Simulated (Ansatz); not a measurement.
Stepwise reaction of `[O]=[V]([OH])([F])[F]` with hydrogen chloride, as a gas-phase model of exchange steps in deposition or etching. ΔE in kJ/mol; ΔG adds harmonic PBE0-D4 terms to CCSD(T)/CBS, at 1 bar.

Calculated with Ansatz (gas phase, PBE0-D4/def2-TZVP geometries, no zero-point term in ΔE). CBS: MP2 limit from def2 TZ/QZ plus the TZ coupled-cluster correction, frozen cores. This one scheme is used for every species. Functionals use def2-TZVPP. B3LYP here is the variant with VWN-RPA as its local correlation; programs differ in this. For V outer-core shells are correlated without core-valence functions, which leaves a few kJ/mol of doubt a bond. Scalar relativity is left out up to krypton. Each species was taken in one conformer, which may not be the lowest.

```csv
step,reaction,PBE-D4,B3LYP-D4,ωB97M-V,CCSD(T)/CBS,ΔG(500 K)
2,`[O]=[V]([OH])([F])[Cl]` + HCl → `[O]=[V]([OH])([Cl])[Cl]` + H–F,7.8,7.6,10.5,-4.1,1.6
```

Task: Give the row of step 1, `[O]=[V]([OH])([F])[F]` + HCl → `[O]=[V]([OH])([F])[Cl]` + H–F. (Best estimate.)

Result: Ansatz gave: 
```json
{"step": "1", "reaction": "`[O]=[V]([OH])([F])[F]` + HCl → `[O]=[V]([OH])([F])[Cl]` + H–F", "PBE-D4": "9.0", "B3LYP-D4": "8.9", "ωB97M-V": "11.6", "CCSD(T)/CBS": "-1.6", "ΔG(500 K)": "4.0"}
```

Task: By hand: ΔE of the 2 steps together at CCSD(T)/CBS.

Result: (-1.6) + (-4.1) = -5.7 kJ/mol, or -2.8 kJ/mol a step.

In ΔE the steps differ by no more than 2.5 kJ/mol. ΔG lies between 1.6 and 4.0 kJ/mol a step. PBE-D4 differs from CCSD(T)/CBS by 10.6 to 11.9 kJ/mol a step. Isolated molecules leave out the surface, adducts and barriers. Largest T1 diagnostic: 0.032.
